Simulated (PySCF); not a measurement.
Excitations are Tamm–Dancoff values on a coarser integration grid. The basis has no diffuse functions, so Rydberg states are missing or too high.

Cartesian coordinates (Å):
```xyz
18

Si     0.1425     2.3241    -0.4096
Si    -0.2873     0.0734     0.0807
Si    -1.8095    -0.1061     1.8504
Si    -1.1084    -1.0162    -1.8243
Si     1.7378    -0.9336     0.6676
S      2.9664    -0.6532    -1.0806
H     -1.1406     3.0335    -0.7066
H      0.7982     2.9813     0.7626
H      1.0416     2.4248    -1.5983
H     -1.2673     0.5728     3.0677
H     -2.0605    -1.5452     2.1707
H     -3.1043     0.5390     1.4722
H     -2.4500    -0.4631    -2.1875
H     -1.2469    -2.4797    -1.5503
H     -0.1718    -0.8154    -2.9706
H      1.5538    -2.3859     0.9758
H      2.3431    -0.2781     1.8685
H      4.0633    -1.2726    -0.5884
```
Charge 0, spin multiplicity 1.

Problem. Estimate the HOMO, LUMO, S1 oscillator strength, S1 excitation (TDA), dipole moment, total energy, S1–T1 gap (TDA) and HOMO–LUMO gap that PBE-D3(BJ)/def2-TZVP // PBE0-D3(BJ)/def2-SVP in PySCF 2.14.0 returns for this input.

Solution. 
HOMO: -6.29 eV
LUMO: -1.55 eV
S1 oscillator strength: 0.003
S1 excitation (TDA): 4.83 eV
dipole moment: 0.80 D
total energy: -1852.0342 Ha
S1–T1 gap (TDA): 0.23 eV
HOMO–LUMO gap: 4.74 eV
